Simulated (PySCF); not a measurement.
# In: excitation energy

In [Kr] 4d10 5s2 5p1 (2P) → In [Kr] 4d10 5s2 6s1 (2S), as a difference of total energies. Calculation: PySCF 2.14, in aug-cc-pwCVDZ-PP with ECP28MDF (6s5p4d1f, 48 functions); a scalar-relativistic core potential. Correlated levels: valence and next inner shell: nothing frozen outside the core potential. The calculations carry no spin-orbit coupling.

```json
{"method": "UHF", "excitation energy (eV)": "2.749"}
{"method": "MP2 (valence and next inner shell)", "excitation energy (eV)": "2.683"}
{"method": "SCS-MP2 (valence and next inner shell)", "excitation energy (eV)": "2.663"}
{"method": "CCSD (valence and next inner shell)", "excitation energy (eV)": "2.755"}
{"method": "CCSD(T) (valence and next inner shell)", "excitation energy (eV)": "2.743"}
```

Errors of the correlated levels include the incompleteness of this basis.

For comparison: 2.839 eV (measured; NIST levels, between the centres of gravity of the two terms).
